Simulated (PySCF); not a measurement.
PySCF input for BFH₄Si, SMILES FB[SiH3], KT2/pcSseg-2. Geometry: B3LYP-D3(BJ)/def2-TZVP.

```python
import numpy as np
from pyscf import gto, scf, dft
from pyscf.prop.nmr import rks as nmr

mol = gto.M(
    atom='''
    B    -0.54871921    0.78868058    0.00000000
    F     0.33113306    1.78115919   -0.00000000
    H    -1.70342996    1.11085440    0.00000000
    Si    0.06492624   -1.15157414   -0.00000000
    H    -0.49095925   -1.83086341    1.19887666
    H    -0.49095926   -1.83086341   -1.19887666
    H     1.53977963   -1.30092518    0.00000000
    ''',
    basis='pcSseg-2',
    charge=0,
    spin=0,
    max_memory=1600,
    verbose=3,
)
mf = dft.RKS(mol, xc='kt2').density_fit(auxbasis='def2-universal-jkfit')
mf.grids.level = 3
mf.conv_tol = 1e-10
mf.max_cycle = 100
mf.kernel()
n = nmr.NMR(mf)
n.verbose = 2
n.max_cycle_cphf = 60
sigma = n.kernel()
print('atom   isotropic/ppm   span/ppm')
for i, s in enumerate(sigma):
    w = np.linalg.eigvalsh((s + s.T) / 2)
    print(f'{mol.atom_symbol(i):2s}{i + 1:3d} {w.mean():14.3f} {w[2] - w[0]:11.3f}')
```

Output:

```
converged SCF energy = -420.992532993061
atom   isotropic/ppm   span/ppm
B   1         23.603     146.765
F   2         84.736     702.456
H   3         24.444       7.055
Si  4        468.197      33.776
H   5         27.785       6.540
H   6         27.785       6.540
H   7         28.100       7.360
```

Self-consistency was reached.

Cost: roughly 26 core-seconds.
